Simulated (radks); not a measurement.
Question: Ge26+, 6 electrons, occupied as [He] 2s2 2p2 (the NIST ground configuration). Calculated with a radial shooting solver on a logarithmic mesh with Libxc functionals: scalar-relativistic Kohn-Sham, LDA (Slater exchange, Perdew-Wang correlation), spin-polarised, spherical densities, finite nucleus; open shells are filled with parallel spins first; Fermi nuclear charge, rms radius 4.0742 fm. Some entries of the table are withheld. Estimate them.

| orbital | occ. | eigenvalue (hartree) | <r> (bohr) |
|---|---|---|---|
| 1s up | 1 | -464.1749 | 0.04691 |
| 1s down | 1 | -463.5623 | 0.04685 |
| 2s up | 1 | -102.2145 | 0.1971 |
| 2s down | 1 | -101.2513 | 0.1979 |
| 2p up | 2 | (1) | 0.1692 |
| 2p down | 0 | (2) | 0.1701 |
| 3s up | 0 | -42.41490 | 0.4631 |
| 3s down | 0 | -42.17956 | 0.4653 |
| 3p up | 0 | (3) | 0.4408 |
| 3p down | 0 | (4) | 0.4434 |

Answer: 
(1) 2p up eigenvalue (hartree): -97.88493
(2) 2p down eigenvalue (hartree): -96.71372
(3) 3p up eigenvalue (hartree): -41.05643
(4) 3p down eigenvalue (hartree): -40.78260
